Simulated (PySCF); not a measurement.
Coordinates in bohr (charge 0 multiplicity 4):
```
Ru   -0.0112    0.0000    0.0000
H     2.9376    0.0000    0.0000
H    -0.9036    3.0457    0.0000
H    -0.9037   -3.0457    0.0000
```

All numbers come from PySCF, UPBE0, basis Ru x2c-TZVPall, H x2c-TZVPall (spin-free X2C, no spin–orbit coupling, density fitting).

This geometry of RuH3 is a stationary point at this level.

Question: What is the point group?

Answer: C2v.

Question: Is it a minimum?

Answer: Yes: all harmonic wavenumbers are real.

Question: Which band is strongest in the infrared?

Answer: 1657 cm⁻¹ (b2), 290 km/mol.

Question: What are the dipole moment and the gap between the highest occupied and lowest empty levels of either spin?

Answer: 0.44 D and 3.50 eV.

Question: Give the ideal-gas entropy at 298.15 K and 1 bar by parts.

Answer: translation 166.9, rotation 62.8, vibration 21.1, spin 11.5; total 262.3 J/(mol K).

This need not be the most stable arrangement of these atoms. With open d or f shells other occupations or spin states may lie lower. At this level a doublet minimum of C3v symmetry lies 93 kJ/mol below this structure.
